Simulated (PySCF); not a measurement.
CH2AlNO, singlet, at a GFN2-xTB geometry (such geometries of metal compounds can be far from the true shape), atoms displaced at random by about 0.03 Å a coordinate; B3LYP/STO-3G, gradient in PySCF.

Input for PySCF:
```python
from pyscf import gto, scf, dft

mol = gto.Mole()
mol.atom = '''
    Al   -0.766523   -1.454607    0.498931
    H    -0.054960   -2.378330    1.484897
    H    -2.065554   -1.870115   -0.163978
    N     0.049089    0.000556   -0.016505
    C     0.590401    1.121489   -0.345027
    O     1.065727    2.058525   -0.680449
'''
mol.basis = 'sto-3g'
mol.charge = 0
mol.spin = 0
mol.verbose = 4
mol.build()

mf = dft.RKS(mol)
mf.xc = 'b3lyp'
mf.conv_tol = 1e-6
mf.kernel()
g = mf.nuc_grad_method()
grad = g.kernel()
```

Problem. Write the output that PySCF gives for this input, abridged.

Solution. 
```
PySCF version 2.14.0

[INPUT] verbose = 4
[INPUT] num. atoms = 6
[INPUT] num. electrons = 36
[INPUT] charge = 0
[INPUT] spin (= nelec alpha-beta = 2S) = 0
[INPUT] symmetry False subgroup None
[INPUT] Mole.unit = angstrom
[INPUT] Symbol           X                Y                Z      unit          X                Y                Z       unit  Magmom
[INPUT]  1 Al    -0.766523000000  -1.454607000000   0.498931000000 AA   -1.448518538180  -2.748808848875   0.942842945055 Bohr   0.0
[INPUT]  2 H     -0.054960000000  -2.378330000000   1.484897000000 AA   -0.103859347806  -4.494392333837   2.806048653188 Bohr   0.0
[INPUT]  3 H     -2.065554000000  -1.870115000000  -0.163978000000 AA   -3.903331355500  -3.534005171441  -0.309873510454 Bohr   0.0
[INPUT]  4 N      0.049089000000   0.000556000000  -0.016505000000 AA    0.092764765729   0.001050687725  -0.031189929686 Bohr   0.0
[INPUT]  5 C      0.590401000000   1.121489000000  -0.345027000000 AA    1.115696193669   2.119307061712  -0.652006535580 Bohr   0.0
[INPUT]  6 O      1.065727000000   2.058525000000  -0.680449000000 AA    2.013932153554   3.890048470570  -1.285862251734 Bohr   0.0

nuclear repulsion = 122.332617380517
number of shells = 16
number of NR pGTOs = 78
number of NR cGTOs = 26
basis = sto-3g
ecp = {}

******** <class 'pyscf.dft.rks.RKS'> ********
method = RKS
initial guess = minao
damping factor = 0
level_shift factor = 0
DIIS = <class 'pyscf.scf.diis.CDIIS'>
diis_start_cycle = 1
diis_space = 8
diis_damp = 0
SCF conv_tol = 1e-06
SCF conv_tol_grad = None
SCF max_cycles = 50
direct_scf = True
direct_scf_tol = 1e-13
XC library pyscf.dft.libxc version 7.1.2
    S. Lehtola, C. Steigemann, M. J. T. Oliveira, and M. A. L. Marques,  SoftwareX 7, 1–5 (2018)
XC functionals = b3lyp
    P. J. Stephens, F. J. Devlin, C. F. Chabalowski, and M. J. Frisch,  J. Phys. Chem. 98, 11623 (1994)
radial grids:
    Treutler-Ahlrichs [JCP 102, 346 (1995); DOI:10.1063/1.469408] (M4) radial grids

becke partition: Becke, JCP 88, 2547 (1988); DOI:10.1063/1.454033
pruning grids: <function nwchem_prune>
grids dens level: 3
symmetrized grids: False
atomic radii adjust function: <function treutler_atomic_radii_adjust>
small_rho_cutoff = 0
Set gradient conv threshold to 0.001
Initial guess from minao.
tot grids = 80904
init E= -407.009546066812
  HOMO = -0.311881381910111  LUMO = 0.0149697168710129  gap/eV = 8.89407
cycle= 1 E= -406.348384124464  delta_E= 0.661  |g|= 0.782  |ddm|= 3.56
  HOMO = -0.0641734910528373  LUMO = 0.0972853220581222  gap/eV = 4.39352
cycle= 2 E= -406.056465284054  delta_E= 0.292  |g|= 1.33  |ddm|= 2.16
  HOMO = -0.148388483426793  LUMO = 0.101991081340633  gap/eV = 6.81317
cycle= 3 E= -406.435446461836  delta_E= -0.379  |g|= 0.592  |ddm|= 1.65
  HOMO = -0.142129235570605  LUMO = 0.112060217823442  gap/eV = 6.91685
cycle= 4 E= -406.52766621812  delta_E= -0.0922  |g|= 0.0708  |ddm|= 0.675
  HOMO = -0.148945881133759  LUMO = 0.116185225372179  gap/eV = 7.21458
cycle= 5 E= -406.528975809673  delta_E= -0.00131  |g|= 0.0177  |ddm|= 0.0805
  HOMO = -0.149176090244498  LUMO = 0.115449417106533  gap/eV = 7.20083
cycle= 6 E= -406.529073959726  delta_E= -9.82e-05  |g|= 0.00212  |ddm|= 0.024
  HOMO = -0.149231648254657  LUMO = 0.115467090339952  gap/eV = 7.20282
cycle= 7 E= -406.529075148951  delta_E= -1.19e-06  |g|= 0.000171  |ddm|= 0.00209
  HOMO = -0.149202235338086  LUMO = 0.115477887390049  gap/eV = 7.20231
cycle= 8 E= -406.529075156521  delta_E= -7.57e-09  |g|= 3.46e-05  |ddm|= 0.000191
  HOMO = -0.149204506267716  LUMO = 0.115476521800012  gap/eV = 7.20234
Extra cycle  E= -406.529075154103  delta_E= 2.42e-09  |g|= 9.97e-05  |ddm|= 0.000155
converged SCF energy = -406.529075154103

******** <class 'pyscf.grad.rks.Gradients'> for <class 'pyscf.dft.rks.RKS'> ********
unit = Eh/Bohr
grid_response = False
--------------- RKS gradients ---------------
         x                y                z
0 Al    -0.0043831618     0.0104019083     0.0001924178
1 H     0.0046397321    -0.0109388499     0.0062250649
2 H    -0.0062001645    -0.0070171485    -0.0031924350
3 N    -0.0339108633    -0.0746093526     0.0190152778
4 C     0.1908267804     0.3806227369    -0.1259566545
5 O    -0.1509849110    -0.2985107736     0.1037379927
----------------------------------------------
```
